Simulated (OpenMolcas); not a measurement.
Ir6+ (d3) among equal point charges was computed by CASSCF with the d shell active (OpenMolcas, ANO-RCC-VDZP on the metal). Its lowest spin-free states, and all those of the highest spin:

```csv
2S+1,Degeneracy,E (cm-1)
4,3,0.0
4,3,1488
4,1,3302
4,3,15678
2,2,16106
2,3,16640
2,3,16899
2,1,17504
2,3,21180
2,3,21728
2,3,21908
2,2,22212
```

Is the site octahedral, tetrahedral or cube-like, axial, or of lower symmetry?

The states with 2S+1 = 4 have orbital degeneracies 3, 3, 1, 3. Threefold states need a cubic site. For d3 at this spin an octahedron puts the single A2 below the threefold T2 and a tetrahedron or cube puts the threefold T1 below the threefold T2, so the site is a tetrahedron or a cube, which this pattern cannot tell apart. The run had Ir6+ among 4 point charges of -1.5 e arranged as a tetrahedron (Td), 2.08 Å from the ion.

Spin-orbit coupling mixes the spin-free states strongly: the lowest level takes only 43 % from its leading state, 4T1. Without dynamic correlation the repulsion within the d shell is too large (B by tens of per cent), so at a given field states of lower spin stand too high. Point charges give a weaker field than real ligands, and real ions of this kind are as a rule low spin; the high spin found here belongs to the model. The ground term spreads over less than 5000 cm-1, several times less than with real ligands, so orbital moments are less quenched and χT lies further from the spin-only value than at real sites. Point charges carry no covalency, so the field is a model and not that of real ligands. No measured value stands beside these numbers.
